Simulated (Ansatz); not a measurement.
Zirconium tetrachloride + CH₄ → `[CH3][Zr]([Cl])([Cl])[Cl]` + HCl  (formal exchange of groups at a Zr–Cl bond)

Program: Ansatz. Geometries: PBE0-D4/def2-TZVP. ΔE: electronic, gas phase. CBS: MP2 limit from def2 TZ/QZ plus the TZ coupled-cluster correction, frozen cores. This one scheme is used for every species. Functionals use def2-TZVPP. def2 core potentials past Kr. For Zr outer-core shells are correlated without core-valence functions, which leaves a few kJ/mol of doubt a bond.

| species | PBE-QIDH energy (Eh) |
| --- | --- |
| `[Cl][Zr]([Cl])([Cl])[Cl]` | -1887.23821 |
| CH₄ | -40.47140 |
| `[CH3][Zr]([Cl])([Cl])[Cl]` | -1467.04836 |
| HCl | -460.58322 |

Q: Work out ΔE.

A: ΔE = (-1467.04836) + (-460.58322) − (-1887.23821) − (-40.47140) = 0.07803 Eh = +204.9 kJ/mol. CCSD(T)/CBS gives +199.5 kJ/mol.

Q: What do rigid-rotor, harmonic-oscillator terms from PBE0-D4/def2-TZVP frequencies (298.15 K, 1 bar) make of the CCSD(T)/CBS value? (Estimate.)

A: Ansatz gave: ΔZPE = -13.3 kJ/mol, ΔH = +187.8 kJ/mol, ΔS = 27 J/(mol·K), ΔG = +179.9 kJ/mol.

Largest T1 diagnostic among the species: 0.015.

In def2-TZVPP, CCSD(T) changes the Hartree–Fock value by −11.2 kJ/mol (the triples alone add +2.8 kJ/mol) and MP2 by −4.4 kJ/mol. At CCSD(T), def2-SVP lies +12.4 kJ/mol from the extrapolated value and def2-TZVPP −0.9 kJ/mol.
